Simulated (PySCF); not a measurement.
Te(OH)2 (H₂O₂Te), SMILES O[Te]O. Geometry: PBE-D3(BJ)/def2-TZVP. The def2 effective core potentials stand for the cores of Te; spin–orbit coupling is left out. The values are those of a single conformer.

Problem. Give the equilibrium geometry at PBE-D3(BJ)/def2-TZVP (PySCF confirms it by a frequency run) as Cartesian coordinates in Å, and its point group. (Estimate from the structure and the level; the computed values follow.)

Solution. This is not unique; one that fits is point group C2.
```xyz
5

Te     0.0000     0.0000    -0.3379
O     -1.5086     0.1143     0.9468
H     -1.7299    -0.7973     1.2120
O      1.5086    -0.1143     0.9468
H      1.7299     0.7973     1.2120
```
Charge 0, spin multiplicity 1.
